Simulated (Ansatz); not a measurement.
Cartesian coordinates in Å:
```
Ga 0.6251 -1.7157 -0.6597
B 0.1622 -0.2255 0.6941
Si -0.9830 1.2931 0.2575
I 1.4365 1.9348 0.0637
H -0.0775 -3.1245 -0.5246
H 1.6236 -1.5439 -1.8651
H 0.4321 -0.3089 1.8573
H -1.6209 2.1897 1.2528
H -1.5982 1.5008 -1.0760
```

Charge 0, multiplicity 1. I takes the def2 core potential.

**Question.** List the PBE/def2-TZVPP orbital energies in eV (Ansatz 0.2.0). (Best estimate.)

**Answer.** Ansatz gave: Occupied: -10093.25, -1780.49, -1233.20, -1092.93, -1092.80, -1092.80, -180.42, -177.27, -142.92, -138.20, -127.77, -127.61, -127.52, -97.58, -97.23, -97.22, -95.06, -94.89, -94.84, -49.88, -49.85, -49.77, -49.64, -49.64, -19.59, -19.44, -19.43, -19.30, -19.26, -18.18, -13.82, -11.84, -10.38, -9.38, -8.88, -7.73, -7.26, -7.02, -6.70, -6.10. Lowest empty: -2.58, -2.30, -1.85, 0.03, 0.05, 0.34, 1.03, 1.24.
